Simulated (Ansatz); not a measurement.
An input meant for Zr3O12H12, a hydroxylated oxide cluster (charge 0, singlet).

```yaml
crystal:
  periodic: [false, false, false]
  atoms:
    - {symbol: Zr, position_ang: [1.318103, 1.487938, 0.069626]}
    - {symbol: Zr, position_ang: [-2.119357, 0.161673, -0.307956]}
    - {symbol: Zr, position_ang: [0.686260, -2.059256, 0.343816]}
    - {symbol: O, position_ang: [-3.557742, 0.100921, 1.047394]}
    - {symbol: O, position_ang: [-2.751319, -0.797455, -1.928483]}
    - {symbol: O, position_ang: [-1.354912, -1.848966, 0.553906]}
    - {symbol: O, position_ang: [-2.104739, 1.953081, -1.060506]}
    - {symbol: O, position_ang: [-0.492025, 0.895551, 1.103494]}
    - {symbol: O, position_ang: [0.946325, -3.197647, 1.885660]}
    - {symbol: O, position_ang: [0.146254, -0.272500, -0.963521]}
    - {symbol: O, position_ang: [1.263443, -3.107815, -1.178085]}
    - {symbol: O, position_ang: [2.039704, -0.588959, 0.864248]}
    - {symbol: O, position_ang: [0.354577, 3.047559, -0.775307]}
    - {symbol: O, position_ang: [2.684931, 1.347794, -1.328929]}
    - {symbol: O, position_ang: [2.208234, 2.246840, 1.645024]}
    - {symbol: H, position_ang: [-4.353643, 0.597069, 1.289852]}
    - {symbol: H, position_ang: [-2.968388, -0.432798, -2.801435]}
    - {symbol: H, position_ang: [-1.960316, -2.292222, 1.174000]}
    - {symbol: H, position_ang: [-1.350223, 2.598763, -1.008343]}
    - {symbol: H, position_ang: [-0.736419, 1.298865, 1.954866]}
    - {symbol: H, position_ang: [1.042592, -3.721519, 2.692035]}
    - {symbol: H, position_ang: [0.272099, -0.409438, -1.921549]}
    - {symbol: H, position_ang: [1.421428, -3.929499, -1.663010]}
    - {symbol: H, position_ang: [2.588391, -0.537505, 1.666687]}
    - {symbol: H, position_ang: [0.703733, 3.569027, -1.518032]}
    - {symbol: H, position_ang: [3.364880, 0.904712, -1.853735]}
    - {symbol: H, position_ang: [2.708128, 2.985785, 2.018293]}
basis:
  gaussian: {orbitals: def2-SVP}
total_charge: -2
hamiltonian: {xc: {name: wPBEh}, pseudopotentials: {relativity: scalar}}
scf: {omitted_lower_state_checks: [starts]}
```

```sh
$ ansatz run in.yaml --threads 2 --pin off --events-out ev --progress --plain --max-ram 32768MiB --backend cuda --devices 0, --max-vram 18GiB
```

Output, abridged:

```
Functional definition: wPBEh
3471 factors; their error is unknown
217 factors; integrals over basis functions are off by at most 3.4e-7 eV
mean field evaluation 1: about -28562.5943 eV, gradient 1.3e2 eV
mean field evaluation 2: about -28380.9771 eV, gradient 3.3e2 eV
mean field evaluation 4: about -28589.3196 eV, gradient 3.2e1 eV
mean field evaluation 8: about -28592.8063 eV, gradient 4.0e0 eV
mean field evaluation 16: about -28592.9657 eV, gradient 1.5e-1 eV
mean field evaluation 32: about -28593.1079 eV, gradient 2.1e-5 eV
mean field -28593.10788699 eV, -1050.7773337421 hartree, gradient 2.1e-5 eV, S^2 0.000000; 0 other end points of the search recorded, 0 dependent functions left out
reference -28593.10796894 eV, -1050.7773367539 hartree; 73, 73 occupied and 248, 248 virtual orbitals, 3471 factors
Total energy: -28593.10796894 eV, -1050.7773367539 hartree
Relativity: scalar
Checks for a lower state left out: starts
```

In this input the charge is far from what the species holds (-2 typed, 0 meant). Self-consistency was reached. The result belongs to that input, not to the species as meant.

In the def2 sets Zr takes a core potential; there is no spin–orbit coupling. A multiply charged anion in the gas phase is held together partly by the finite basis. The highest occupied level of an anion often lies above zero with these methods, and sets without diffuse functions describe the outer electron poorly. This restricted singlet of an open-shell metal wasn't tested against broken symmetry or higher spin.
